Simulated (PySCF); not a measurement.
Computed shifts of a molecule C₂H₇NSi₃, PBE/pcSseg-1 in PySCF, GIAO, gas phase, equivalent atoms averaged, in ppm (number of nuclei): ¹³C: 109.5 (1), 82.1 (1). ²⁹Si: -14.6 (2), -76.9 (1). ¹⁵N: 31.6 (1). ¹H: 6.09 (4), 5.09 (1), 2.87 (1), 0.11 (1). References: ¹³C against TMS (σ = 182.0 ppm); ²⁹Si against TMS (σ = 335.4 ppm); ¹⁵N against NH3 (σ = 267.0 ppm); ¹H against TMS (σ = 31.49 ppm), references at their B3LYP-D3(BJ)/def2-TZVP geometries, non-relativistic. Geometry optimised at B3LYP-D3(BJ)/def2-SVP. One conformer was computed; it need not be the lowest.

Task: Which molecule gave these data?
A) N#CC1[SiH2][SiH2][SiH2]1
B) C#C[SiH]1[SiH2]N[SiH2]1
C) C#C[Si@H]1N[SiH2][SiH2]1

Result: B, C#C[SiH]1[SiH2]N[SiH2]1
